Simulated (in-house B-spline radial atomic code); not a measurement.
Configurations of neutral aluminium, with energies counted from [Ne] 3s2 (3p1/2)1. All numbers are computed (Dirac-Hartree-Fock, average of each configuration as written; Fermi nucleus of rms radius 3.061 fm) with an all-electron radial atomic-structure program (B-spline basis), not measured. Energies include first-order Breit, QED and recoil terms.

Occupations are held fixed; configurations that lie above the ionisation limit could autoionise.

```json
{"configuration": "[Ne] 3s2 (4d3/2)1", "E - E(ref) (eV)": "4.6123", "highest orbital": "4d3/2", "its <r> (bohr)": "19.83"}
{"configuration": "[Ne] 3s2 (7p1/2)1", "E - E(ref) (eV)": "5.0934", "highest orbital": "7p1/2", "its <r> (bohr)": "49.58"}
{"configuration": "[Ne] 3s1 (3p3/2)1 (6p1/2)1", "E - E(ref) (eV)": "9.5564", "highest orbital": "6p1/2", "its <r> (bohr)": "33.49"}
{"configuration": "[He] 2s2 (2p1/2)2 (2p3/2)3 3s2 (3p1/2)1 4s1", "E - E(ref) (eV)": "77.616", "highest orbital": "4s1/2", "its <r> (bohr)": "7.362"}
{"configuration": "[He] 2s2 (2p1/2)1 (2p3/2)4 3s2 (3p3/2)1 (6d3/2)1", "E - E(ref) (eV)": "80.528", "highest orbital": "6d3/2", "its <r> (bohr)": "48.29"}
{"configuration": "[He] 2s2 (2p1/2)1 (2p3/2)4 3s2 (3p3/2)1 (6f7/2)1", "E - E(ref) (eV)": "80.546", "highest orbital": "6f7/2", "its <r> (bohr)": "47.94"}
```

(1) Order these further configurations by energy, lowest first.
A. [Ne] 3s2 (6f7/2)1
B. [Ne] 3s1 (3p1/2)1 (6f5/2)1
C. [Ne] 3s2 (3p3/2)1
D. [He] 2s2 (2p1/2)1 (2p3/2)4 3s2 (3p3/2)1 5s1
E. [Ne] 3s2 (5p1/2)1

(2) How far above the reference does [He] 2s2 (2p1/2)1 (2p3/2)4 3s2 (3p3/2)1 (4f5/2)1 lie?

## Answers

(1) C (0.013976 eV), E (4.5482 eV), A (5.1199 eV), B (9.7517 eV), D (79.598 eV).

(2) 80.073 eV; its least bound orbital is 4f5/2 with <r> = 17.98 bohr.
